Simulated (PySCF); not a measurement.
The calculation used core-valence-separated Tamm–Dancoff BHandHLYP/aug-pcX-1 (pcseg-1 on H, def2-SVPD on Si) in PySCF, non-relativistic, gas phase, PBE0-D3(BJ)/def2-SVP geometry. Absolute energies from this functional tend to lie a few eV below measured edges; no shift was applied.

Main lines of an unknown, eV (oscillator strength): C K: 283.1 (0.071), 285.5 (0.008), 285.8 (0.018), 285.9 (0.021), 286.1 (0.016); N K: 396.1 (0.057), 398.9 (0.006), 399.6 (0.021), 400.1 (0.041), 400.5 (0.010). Listed: the first five lines at most of each edge with a tenth or more of its strongest line's intensity; roots within 0.03 eV on the same or equivalent atoms are summed. Only the lowest roots were sought, and the top ones are left out.

Question: Which candidate gives them?
A. `N(CCC)[SiH2]N`
B. `[H]/N=C\[C@H]1C[SiH2]N[SiH2]1`

Answer: B. 

- `[H]/N=C\[C@H]1C[SiH2]N[SiH2]1`: C K: 283.1 (0.071), 285.5 (0.008), 285.8 (0.018), 285.9 (0.021), 286.1 (0.016); N K: 396.1 (0.057), 398.9 (0.006), 399.6 (0.021), 400.1 (0.041), 400.5 (0.010). First C line listed at 283.1 eV, hole on the imine carbon (1s→π*); first N line listed at 396.1 eV, hole on the imine nitrogen.
- `CCCN[SiH2]N`: C K: 285.3 (0.008), 285.4 (0.016), 286.0 (0.016), 286.0 (0.028), 286.0 (0.034); N K: 398.9 (0.008), 399.2 (0.016), 399.9 (0.032), 400.0 (0.013), 400.4 (0.021). First C line listed at 285.3 eV, hole on the methyl carbon; first N line listed at 398.9 eV, hole on the silicon-bound nitrogen.

One conformer each; other structures than these candidates weren't tested.
